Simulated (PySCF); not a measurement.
BH₅OSi, SMILES BO[SiH3]. Atoms are numbered in the order given.

```xyz
8

B      0.2097    -1.7686     0.0000
H     -0.4399    -2.7752     0.0000
H      1.4132    -1.7827     0.0000
O     -0.4506    -0.5903     0.0000
Si     0.0692     0.9856     0.0000
H     -0.4692     1.6427     1.2124
H     -0.4692     1.6427    -1.2124
H      1.5523     1.0384     0.0000
```
Charge 0, spin multiplicity 1.

Coordinates come from a r2SCAN-D4/def2-TZVP optimisation.

Level of theory: B3LYP/pcJ-1 (PySCF).

Isotropic couplings with Fermi-contact, spin-dipole and both spin-orbit terms, one fixed conformer, no vibrational averaging. Isotopes: 11B, 1H, 29Si.

Computed spin–spin coupling constants:
```csv
pair,bonds apart,J (Hz)
B1–H2,1,158.7
B1–H3,1,146.4
Si5–H6,1,-242.5
Si5–H7,1,-242.5
Si5–H8,1,-228.0
B1–Si5,2,0.4
H2–H3,2,24.0
H6–H7,2,13.5
H6–H8,2,14.5
H7–H8,2,14.5
B1–H6,3,2.3
B1–H7,3,2.3
B1–H8,3,2.5
H2–Si5,3,-14.2
H3–Si5,3,-7.2
H2–H6,4,-0.3
H2–H7,4,-0.3
H3–H6,4,-0.8
H3–H7,4,-0.8
```
